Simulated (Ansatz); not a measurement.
Consider the isomerisation: `CO[C](=N)[GeH3]` → `C=N[CH](O)[GeH3]`.

Isolated molecules relaxed with PBE0-D4/def2-TZVP in Ansatz; ΔE leaves out vibrations. CCSD(T)/CBS is the MP2 limit (def2-TZVPP, def2-QZVPP) plus CCSD(T) − MP2 in def2-TZVPP, frozen cores. Functionals use def2-TZVPP. For Ge outer-core shells are correlated without core-valence functions, which leaves a few kJ/mol of doubt a bond. Scalar relativity is left out up to krypton. One conformer a species, not always the lowest.

| level | ΔE (kJ/mol) |
| --- | --- |
| r2SCANh-D4 | 56.8 |
| ωB97X-V | 54.9 |
| PBE | 53.8 |
| revPBE | 53.2 |
| r2SCANh | 57.1 |
| CCSD/def2-SVP | 49.5 |
| MP2/def2-QZVPP | 49.5 |
| SCS-MP2/def2-QZVPP | 49.3 |

Question: What does CCSD(T)/CBS give? (Estimate.)

Answer: Computed: +47.4 kJ/mol. The listed levels differ from it by 9.4, 7.5, 6.4, 5.8, 9.7, 2.1, 2.1, 1.9 kJ/mol.

Question: What do rigid-rotor, harmonic-oscillator terms from PBE0-D4/def2-TZVP frequencies (298.15 K, 1 bar) make of the CCSD(T)/CBS value? (Estimate.)

Answer: Computed: ΔZPE = -4.3 kJ/mol, ΔH = +43.5 kJ/mol, ΔS = 2 J/(mol·K), ΔG = +42.8 kJ/mol.

Largest T1 diagnostic among the species: 0.013.

Leaving LDA and LC-ωPBE aside and taking each functional with its dispersion term where it has one, the values, not all of them listed here, spread over 6.3 kJ/mol, from revPBE-D4 to r2SCAN-D4. In def2-TZVPP, CCSD(T) changes the Hartree–Fock value by −7.4 kJ/mol (the triples alone add +0.8 kJ/mol) and MP2 by −6.3 kJ/mol. At CCSD(T), def2-SVP lies +3.3 kJ/mol from the extrapolated value and def2-TZVPP +2.1 kJ/mol.

CCSD(T)/CBS has its own doubt, a few kJ/mol and more with outer-core shells, so smaller differences from it don't rank the levels.
